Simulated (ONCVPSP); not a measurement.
# Configuration tests for titanium (Ti) (ONCV)

```
Element                 : Ti (Z = 22)
Generator               : ONCVPSP 4.0.1
Type                    : optimised norm-conserving Vanderbilt (ONCV)
Functional              : LDA (Perdew-Zunger)
Relativity              : scalar-relativistic
Frozen core             : [Ar]
Valence charge          : 4
Reference configuration : 3d2 4s2
Partial waves           : 4s: rc 2.80 bohr, ncon 5, nbas 8, qcut 1.9 1/bohr, 2 projectors, debl 2.1 Ha; p scattering state at 0.13 Ha: rc 3.00 bohr, ncon 4, nbas 7, qcut 2.3 1/bohr, 2 projectors, debl 1.7 Ha; 3d: rc 1.35 bohr, ncon 3, nbas 8, qcut 10.2 1/bohr, 3 projectors, debl 4 Ha
Local potential         : polynomial inside 1.30 bohr (lpopt 3, dvloc0 6 Ha)
Core correction         : none
```

In the p channel the program set the typed energies aside and used 0.050, 1.750 Ha.

Energies are relative to the spin-unpolarised reference configuration 3d2 4s2; without spin polarisation the order of configurations can differ from experiment.

```csv
valence configuration,charge,ΔE all-electron (eV),error AE − PS (meV)
3d2 4s1,+1,7.536,+11
3d2 4s0,+2,21.336,+106
3d1 4s0,+3,48.525,+324
```

Question: What are ΔE and the potential's error for 3d2.5 4s1.5?

Answer: ΔE = 0.324 eV all-electron; the error (AE − PS) is -18 meV.

Levels in the configuration 3d2 4s1:

```csv
level,all-electron (eV),pseudo (eV)
3d,-11.641,-11.591
4s,-10.601,-10.569
```
